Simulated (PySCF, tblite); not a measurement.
Isomers of [C5H7FO]+ (charge +1 and doublet state). All values are computed: GFN2-xTB (tblite) harmonic vibrations without scaling, gas phase. Against measured fundamentals such values can be off by several per cent, at times by over 20. One conformer each. Open shells enter through the occupations alone, without spin polarisation, and single modes of such species can be off by tens of per cent.

Electronic energies: B3LYP/pcH-1 single points on the GFN2-xTB geometries (PySCF, gas phase).

| SMILES | electronic energy, lowest = 0 (kJ/mol) |
| --- | --- |
| [CH2+][CH]C1(F)COC1 | 186.8 |
| F[C@@H]1[CH+][CH]OCC1 | 0.0 |
| [CH2+][CH]C(=O)CCF | 89.6 |

How do GFN2-xTB zero-point energies change the relative energies?

```tsv
SMILES	ZPE (kJ/mol)	of it from modes above 1550 cm⁻¹	electronic (kJ/mol)	with ZPE, lowest = 0 (kJ/mol)	lowest mode (cm⁻¹)	rings
F[C@@H]1[CH+][CH]OCC1	283.5	123.7	0.0	0.0	101	1
[CH2+][CH]C(=O)CCF	272.5	145.0	89.6	78.6	18	0
[CH2+][CH]C1(F)COC1	275.2	124.5	186.8	178.5	93	1
```

The zero-point energies span 11.0 kJ/mol, from `[CH2+][CH]C(=O)CCF` to `F[C@@H]1[CH+][CH]OCC1`. The order is unchanged.

And how do the electronic energies of GFN2-xTB itself compare?

`F[C@@H]1[CH+][CH]OCC1` 0.0; `[CH2+][CH]C(=O)CCF` 125.4; `[CH2+][CH]C1(F)COC1` 162.2 kJ/mol, lowest = 0. Against the energies above, taken from the same isomer `F[C@@H]1[CH+][CH]OCC1`, the largest difference is 35.8 kJ/mol.
